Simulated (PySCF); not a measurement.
**Computed properties of B(Cl)(Br)(vinyl) (C₂H₃BBrCl), SMILES C=CB(Cl)Br**

B(Cl)(Br)(vinyl) (C2H3BBrCl), SMILES C=CB(Cl)Br. Geometry optimised at PBE0-D3(BJ)/def2-SVP. This is a generated structure with no PubChem entry under its InChIKey; it may be hypothetical. The values are those of a single conformer. All values are computed for the isolated molecule unless a solvent is named; none is compared with measurement here.

**Structure.** The optimised structure has Cs symmetry. All 18 harmonic modes at PBE0-D3(BJ)/def2-SVP (PySCF) are real, so it is a minimum. With heavy atoms numbered as in [B:1]([Cl:2])([Br:3])[CH:4]=[CH2:5], the shortest bond between them is C4–C5 at 1.342 Å and the longest B1–Br3 at 1.917 Å.

**Vibrations.** The strongest infrared lines (harmonic, unscaled, degenerate partners summed) lie at 902 cm⁻¹ (202 km/mol, B 60 %, H 29 %), 1028 cm⁻¹ (163 km/mol, B 43 %, H 39 %, C 15 %), 1128 cm⁻¹ (131 km/mol, B 49 %, H 35 %, C 15 %). The softest mode is at 92 cm⁻¹ and the zero-point energy is 30.7 kcal/mol.

**Electronic structure.** CAM-B3LYP/def2-TZVP (PySCF) places the frontier levels at -9.69 and -1.19 eV, a gap of 8.50 eV, and gives a dipole moment of 1.96 D and a mean polarisability of 69.1 bohr³. PBE/def2-TZVP (PySCF) at the same geometry gives -7.13 and -3.18 eV, so its gap is 4.55 eV narrower. An orbital gap is neither the optical nor the fundamental gap.

**Excitations.** TDDFT-CAM-B3LYP/def2-SVPD (PySCF) has S1 at 5.07 eV (245 nm, f = 0.000, dark); the most intense of the 10 singlets computed lies at 6.16 eV (f = 0.26). T1 (TDA) is at 3.57 eV. TDDFT-PBE/def2-SVPD (PySCF) puts S1 at 3.96 eV. No vertical singlet excitation falls in the visible range (under 3.1 eV).

**NMR.** GIAO shifts at PBE0/pcSseg-1 (PySCF) (non-relativistic, atoms alike by connectivity averaged): ¹³C from 147.3 to 160.2 ppm against TMS; ¹H from 6.9 to 7.3 ppm against TMS; ¹¹B at 49.1 ppm against BF3. Without spin–orbit terms, shifts of atoms bonded to Cl or Br come out too high.
